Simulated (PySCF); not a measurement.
Spin–spin coupling constants

Geometry:
| atom | x (Å) | y (Å) | z (Å) |
| --- | --- | --- | --- |
| F1 | -0.369 | -0.525 | 2.770 |
| C2 | -0.792 | -0.592 | 1.460 |
| C3 | 0.284 | -1.174 | 0.586 |
| C4 | 0.734 | -0.263 | -0.286 |
| C5 | 1.801 | -0.492 | -1.306 |
| F6 | 2.743 | 0.455 | -1.229 |
| F7 | 2.400 | -1.674 | -1.154 |
| F8 | 1.302 | -0.447 | -2.546 |
| C9 | 0.000 | 1.025 | -0.197 |
| C10 | -1.471 | 0.918 | -0.519 |
| C11 | -1.013 | 0.800 | 0.898 |
| H12 | -1.715 | -1.200 | 1.449 |
| H13 | 0.629 | -2.206 | 0.663 |
| H14 | 0.529 | 1.970 | -0.344 |
| H15 | -1.804 | 0.020 | -1.050 |
| H16 | -1.997 | 1.835 | -0.796 |
| H17 | -1.268 | 1.584 | 1.614 |

Couplings: B3LYP/pcJ-1 (spin–dipole term only in couplings to heteroatoms) in PySCF 2.14.0 with density-fitted response routines, geometry PBE0-D3(BJ)/def2-SVP; gas phase, one conformer, non-relativistic. Couplings are averaged over pairs made equivalent by symmetry, fast rotation or ring inversion, so a value needn't be that of the named pair in this geometry, while other rotamers aren't included; one pair stands for each set, and the list holds a selection of those of at least 1.5 Hz over up to four bonds, among pairs with at least one F or H atom (others weren't computed). One-bond C–F couplings come out tens of Hz too large with common functionals.

Isotopes: ¹³C, ¹⁹F, ¹H.

```tsv
pair	bonds	J (Hz)
F1, C2	1	-242.5
C2, H12	1	160.3
C3, H13	1	?
C5, F6	1	-334.3
C9, H14	1	?
C10, H15	1	173.8
C10, H16	1	167.8
C11, H17	1	180.0
F1, H12	2	59.4
C4, F6	2	?
C4, H13	2	2.5
C9, H16	2	-1.6
C11, H12	2	?
C11, H15	2	?
C11, H16	2	-1.6
H15, H16	2	?
F1, C9	3	-5.5
F1, H17	3	?
C2, H15	3	5.1
C2, H16	3	3.8
C3, F6	3	3.9
C4, H12	3	6.2
C4, H15	3	5.0
C5, H13	3	?
H14, H17	3	6.1
H16, H17	3	9.7
```

Problem. Estimate the withheld couplings, with signs.

Solution. 
- ¹J(C3,H13) = 181.2 Hz (bond length 1.091 Å, sp2 carbon)
- ¹J(C9,H14) = 183.0 Hz (bond length 1.092 Å, sp3 carbon)
- ²J(C4,F6) = 36.9 Hz (mean over equivalent pairs that range from 34.0 to 41.4 Hz in this conformer)
- ²J(C11,H12) = 1.7 Hz (angle at C2 112°)
- ²J(C11,H15) = -2.2 Hz (angle at C10 119°)
- ²J(H15,H16) = -5.3 Hz (angle at C10 115°)
- ³J(F1,H17) = 20.7 Hz (dihedral angle 27°)
- ³J(C5,H13) = 3.7 Hz (dihedral angle 1°)
